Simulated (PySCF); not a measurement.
Electron correlation in Nb⁺ (niobium, charge +1)

[Kr] 4d3 5p1, one real determinant (an excited configuration). All numbers are calculated (PySCF 2.14, a scalar-relativistic core potential, in aug-cc-pVDZ-PP with ECP28MDF (5s5p4d2f, 54 functions)). Frozen: 4s2 4p6; 4 electrons correlated.

MP2 pair energies summed by pair of shells (mhartree):

| pair | energy | share (%) |
| --- | --- | --- |
| 4d-4d | -10.38 | 55.7 |
| 4d-5p | -8.26 | 44.3 |

Total MP2 correlation energy: -18.64 mhartree.

Same-spin part -18.64 and opposite-spin part 0.00 mhartree; SCS-MP2 scales them by 1/3 and 6/5 to -6.21 mhartree.

The reference is one real determinant that mixes LS terms of this configuration.
